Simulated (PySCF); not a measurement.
**Worked example: entropy of an ideal gas**

C2H3ClN2Si, SMILES Cl[SiH]1N=CC=N1.

The structure is a stationary point at PBE0-D3(BJ)/def2-SVP. The structure was generated by enumeration, and PubChem lists no compound with its InChIKey, so it may never have been made.

PBE0-D3(BJ)/def2-SVP (PySCF 2.14.0) gives the harmonic wavenumbers 119, 184, 372, 472, 522, 608, 666, 738, 754, 806, 885, 899, 919, 1023, 1312, 1335, 1669, 1724, 2308, 3103, 3116 cm⁻¹ and the rotational temperatures 0.2584, 0.0851, 0.0740 K. The molar mass is 118.59 g/mol, the symmetry number 1, the spin multiplicity 1.

Question: Work out the entropy at 298.15 K and 1 atm in the rigid-rotor, harmonic-oscillator model.

Answer: 
Translation (Sackur–Tetrode at 1 atm): S = R[1.5 ln M + 2.5 ln T − 1.16487] = 168.3 J/(mol K).
Rotation: q = (√π/σ) T^1.5/√(θA θB θC) = 226000, S = R[ln q + 3/2] = 115.0 J/(mol K).
Vibration: with u = 1.4388 ν/T, each mode gives R[u/(e^u − 1) − ln(1 − e^−u)]:
```
ν (cm⁻¹)  modes     u  S (J/(mol K))
--------  -----  ----  -------------
119           1  0.57          13.04
184           1  0.89           9.57
372           1  1.80           4.48
472           1  2.28           3.06
522           1  2.52           2.53
608           1  2.93           1.82
666           1  3.21           1.46
738           1  3.56           1.11
754           1  3.64           1.04
806           1  3.89           0.85
885           1  4.27           0.62
899           1  4.34           0.59
919           1  4.43           0.54
1023          1  4.94           0.36
1312          1  6.33           0.11
1335          1  6.44           0.10
1669          1  8.05           0.02
1724          1  8.32           0.02
```
The stiffer modes add less than 0.005 each. Sum 41.3 J/(mol K).
Spin: R ln 1 = 0.0 J/(mol K).
Total 324.6 J/(mol K); the program's own thermochemistry gives 324.6. Translation makes up 52 % and vibration 13 %. Anharmonicity, hindered rotation and orbital degeneracy are left out.
